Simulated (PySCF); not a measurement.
W(O)(NH)(Cl)(SH) (ClH2NOSW), SMILES [NH]=[W](=[O])([SH])[Cl], multiplicity 1. Coordinates come from a PBE-D3(BJ)/def2-SVP optimisation. The multiplicity is an assumed one; no other spin state was optimised. The structure was generated by enumeration; whether it is a known compound was not checked. The def2 effective core potentials stand for the cores of W; spin–orbit coupling is left out. Other conformers were not sampled.

Give the equilibrium geometry at PBE-D3(BJ)/def2-SVP (PySCF confirms it by a frequency run) as bond lengths and angles. (An estimate is asked for; the answer gives what the named calculation found.)

One answer among several that fit: 
Atoms: W1 O2 N3 H4 Cl5 S6 H7. Bonds (Å): W1–O2 1.719, W1–N3 1.766, W1–Cl5 2.303, W1–S6 2.358, N3–H4 1.027, S6–H7 1.364. Bond angles (°): O2–W1–N3 110.3, O2–W1–Cl5 110.4, O2–W1–S6 106.2, N3–W1–Cl5 108.6, N3–W1–S6 106.2, Cl5–W1–S6 115.0, W1–N3–H4 145.8, W1–S6–H7 95.8.
Charge 0, spin multiplicity 1.
